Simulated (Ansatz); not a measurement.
Ligand-field states of CrMe2 (C2H6Cr) at its PBE-D4/def2-TZVP geometry (relaxed as a quintet).

Cartesian coordinates in Å:
```
Cr 1.0519 0.1345 -0.2057
C -0.3879 0.9575 -1.3511
H -1.0222 0.1866 -1.8154
H 0.1291 1.5255 -2.1494
H -1.0159 1.6505 -0.7701
C 0.3854 -0.9584 1.3512
H -0.2165 -0.3477 2.0418
H 1.2827 -1.3261 1.8867
H -0.2066 -1.8225 1.0119
```

CASSCF(4,5) on the Cr 3d shell in def2-TZVP, averaged with equal weights over 5 quintets and 12 triplets and 6 singlets, then SC-NEVPT2; Ansatz, no spin–orbit coupling. The space holds no ligand orbitals and no second d shell, so covalent complexes are described poorly.

Task: Estimate the states' energies above the lowest.

Result: 
```json
{"state": "quintet 1", "CASSCF (cm⁻¹)": "0", "NEVPT2 (cm⁻¹)": "0"}
{"state": "quintet 2", "CASSCF (cm⁻¹)": "7768", "NEVPT2 (cm⁻¹)": "10061"}
{"state": "quintet 3", "CASSCF (cm⁻¹)": "10762", "NEVPT2 (cm⁻¹)": "11895"}
{"state": "quintet 4", "CASSCF (cm⁻¹)": "12588", "NEVPT2 (cm⁻¹)": "13492"}
{"state": "quintet 5", "CASSCF (cm⁻¹)": "12697", "NEVPT2 (cm⁻¹)": "13731"}
{"state": "triplet 1", "CASSCF (cm⁻¹)": "19463", "NEVPT2 (cm⁻¹)": "17881"}
{"state": "triplet 2", "CASSCF (cm⁻¹)": "19695", "NEVPT2 (cm⁻¹)": "18170"}
{"state": "triplet 3", "CASSCF (cm⁻¹)": "19844", "NEVPT2 (cm⁻¹)": "17988"}
{"state": "triplet 4", "CASSCF (cm⁻¹)": "19912", "NEVPT2 (cm⁻¹)": "18224"}
{"state": "triplet 5", "CASSCF (cm⁻¹)": "22071", "NEVPT2 (cm⁻¹)": "19479"}
{"state": "triplet 6", "CASSCF (cm⁻¹)": "22114", "NEVPT2 (cm⁻¹)": "20253"}
{"state": "triplet 7", "CASSCF (cm⁻¹)": "22878", "NEVPT2 (cm⁻¹)": "20118"}
{"state": "triplet 8", "CASSCF (cm⁻¹)": "23295", "NEVPT2 (cm⁻¹)": "20658"}
{"state": "triplet 9", "CASSCF (cm⁻¹)": "23869", "NEVPT2 (cm⁻¹)": "21161"}
{"state": "triplet 10", "CASSCF (cm⁻¹)": "24295", "NEVPT2 (cm⁻¹)": "21079"}
{"state": "triplet 11", "CASSCF (cm⁻¹)": "24501", "NEVPT2 (cm⁻¹)": "22173"}
{"state": "triplet 12", "CASSCF (cm⁻¹)": "26364", "NEVPT2 (cm⁻¹)": "26561"}
{"state": "singlet 1", "CASSCF (cm⁻¹)": "27795", "NEVPT2 (cm⁻¹)": "25622"}
{"state": "singlet 2", "CASSCF (cm⁻¹)": "27852", "NEVPT2 (cm⁻¹)": "25755"}
{"state": "singlet 3", "CASSCF (cm⁻¹)": "28079", "NEVPT2 (cm⁻¹)": "25778"}
{"state": "singlet 4", "CASSCF (cm⁻¹)": "28173", "NEVPT2 (cm⁻¹)": "25962"}
{"state": "singlet 5", "CASSCF (cm⁻¹)": "30714", "NEVPT2 (cm⁻¹)": "26101"}
{"state": "singlet 6", "CASSCF (cm⁻¹)": "31261", "NEVPT2 (cm⁻¹)": "27520"}
```
The lowest NEVPT2 state is a quintet. Run time 38 s (2 threads of Intel Xeon 6975P-C on a shared host).
